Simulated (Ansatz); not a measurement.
System: C₂H₆ClSi, net charge 0, doublet state. It need not be the lowest isomer of its formula. SMILES: C[Si](C)Cl
Geometry: optimised at B3LYP-D3(BJ)/def2-TZVP (Ansatz, a program for electronic structure).

Property: atomisation energy (electronic, to ground-state atoms), in eV. Correlated levels leave the core frozen unless marked. UHF or UKS for open shells. Spin-orbit coupling is left out. No relativistic terms. The coupled-cluster limit lacks core correlation, which all-electron functionals hold. CBS(X,Y): correlation extrapolated as X^-3; Hartree-Fock from the larger set. The bracket is a focal-point correction in the basis named.

| level | program | atomisation energy (eV) |
|---|---|---|
| BLYP-D3(BJ)/def2-TZVPD | Ansatz + dftd3 | 36.75 |
| B3LYP/def2-TZVPD | Ansatz | 36.65 |
| PBE0/def2-QZVPP | Ansatz | 37.10 |
| HSE06/def2-TZVPD | Ansatz | 37.09 |
| LC-wPBE-D4/def2-TZVPD | Ansatz + dftd4 | 37.17 |
| CCSD(T)/aug-cc-pV(D+d)Z | Ansatz | 34.56 |
| RI-MP2/CBS(cc-pV(T+d)Z,cc-pV(Q+d)Z)+[CCSD(T)-MP2]/cc-pV(T+d)Z | Ansatz | 37.05 |
